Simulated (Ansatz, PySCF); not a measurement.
This triplet is an excited state, 3.28 eV above the relaxed singlet at the level frozen-core CCSD(T)/cc-pVTZ // B3LYP-D3(BJ)/def2-TZVP (Ansatz, an electronic-structure program).

B3LYP has the VWN-RPA correlation part, as in Gaussian. 

## HFGeO, SMILES `[OH][Ge][F]` (excited triplet; H–O–Ge–F torsion 98°) (charge 0, multiplicity 3)

All values below come from B3LYP-D3(BJ)/def2-TZVP in PySCF 2.14.0.

The highest occupied spin orbital comes out as -4.78 eV and the dipole moment is 2.37 D. The total energy comes out as -61300.47 eV and the cost comes out as very roughly 60 core-seconds.

```xyz
4

O     -1.0159     0.1222     0.4096
Ge     0.5915     0.6412    -0.2540
F      1.9430    -0.4291     0.1238
H     -1.5185    -0.3343    -0.2795
```
Charge 0, spin multiplicity 3.
